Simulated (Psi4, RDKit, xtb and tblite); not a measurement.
Torsional profile of SMILES C/C=C\F. Scanned: dihedral H5–C1–C2–C3; all other coordinates were relaxed at B3LYP-D3(BJ)/def2-SVP. Heavy atoms are numbered in the order of the SMILES C/C=C\F, hydrogens after them in the order of the atoms that carry them; the mirror image has the same energies with the sign of each dihedral reversed.

- GFN2-xTB, on its own relaxed geometries (the stored frames are those of B3LYP-D3(BJ)/def2-SVP) (xtb and tblite)
- MMFF94 // B3LYP-D3(BJ)/def2-SVP (RDKit)
- B3LYP/def2-TZVP // B3LYP-D3(BJ)/def2-SVP (Psi4)
- MP2/cc-pVTZ = DF-MP2 (frozen core)/cc-pVTZ // B3LYP-D3(BJ)/def2-SVP run with Psi4 1.11

Energies relative to the lowest point of each profile, in kcal/mol:

```tsv
φ / °	GFN2-xTB	MMFF94	B3LYP/def2-TZVP
0	0.00	0.00	0.00
10	0.07	0.11	0.07
20	0.26	0.45	0.26
30	0.53	0.93	0.53
40	0.82	1.43	0.81
50	1.04	1.83	1.02
60	1.11	1.99	1.11
70	1.02	1.85	1.01
80	0.79	1.46	0.80
90	0.51	0.97	0.53
100	0.25	0.48	0.26
110	0.07	0.13	0.07
```

Problem. Predict the corresponding MP2/cc-pVTZ column.

Solution. 0: 0.00; 10: 0.07; 20: 0.26; 30: 0.54; 40: 0.82; 50: 1.04; 60: 1.12; 70: 1.04; 80: 0.81; 90: 0.53; 100: 0.26; 110: 0.07 (kcal/mol).
